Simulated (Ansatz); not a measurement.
C2H8Si, SMILES `C[SiH2]C` (charge 0, multiplicity 1).

Cartesian coordinates (Å):
SMILES: C[SiH2]C
```xyz
11

C     -1.5716     0.1811    -0.2283
Si     0.0858    -0.6736    -0.4403
C      1.4948     0.4216     0.1410
H     -1.6082     1.1085    -0.8040
H     -1.7505     0.4295     0.8201
H     -2.3907    -0.4564    -0.5665
H      0.0923    -1.9428     0.3331
H      0.2854    -1.0212    -1.8715
H      2.4585    -0.0760     0.0174
H      1.3809     0.6752     1.1972
H      1.5232     1.3541    -0.4270
```
Charge 0, spin multiplicity 1.

Frozen-core energies in 6-31g from Ansatz (a first-principles code) at a geometry from B3LYP-D3(BJ)/def2-TZVP; the HF reference has <S^2> = 0.00 and the T1 diagnostic is 0.007.

| level | energy (Ha) |
|---|---|
| HF | -369.24327 |
| MP2 | -369.48362 |
| CCSD | -369.52772 |

**Question.** Estimate the energies of CCSD(T), CCSDT and CCSDT(Q), and give each level's difference from CCSDT(Q).

**Answer.** 
```tsv
level	energy (Ha)	difference from CCSDT(Q) (mHa)
MP2	-369.48362	50.50
CCSD	-369.52772	6.40
CCSD(T)	-369.53314	0.98
CCSDT	-369.53383	0.29
CCSDT(Q)	-369.53412	0.00
```
